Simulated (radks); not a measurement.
The oxygen anion O2-, configuration [Ne]. Calculated with a radial shooting solver on a logarithmic mesh with Libxc functionals: scalar-relativistic Kohn-Sham, LDA (Slater exchange, VWN5 correlation), spin-polarised, spherical densities, finite nucleus; Fermi nuclear charge, rms radius 2.6991 fm; Watson sphere of charge +2 and radius 2.56 bohr.

X-ray form factor f0, the Fourier transform of the density (f0(0) = 10):

sin(theta)/lambda (1/angstrom)  f0 (electrons)
0.05                                     9.551
0.1                                      8.435
0.15                                     7.102
0.2                                      5.870
0.25                                     4.856
0.3                                      4.061
0.4                                      2.976
0.5                                      2.334
0.6                                      1.954
0.8                                      1.573
1                                        1.372
1.25                                     1.170
1.5                                      0.982
2                                        0.661
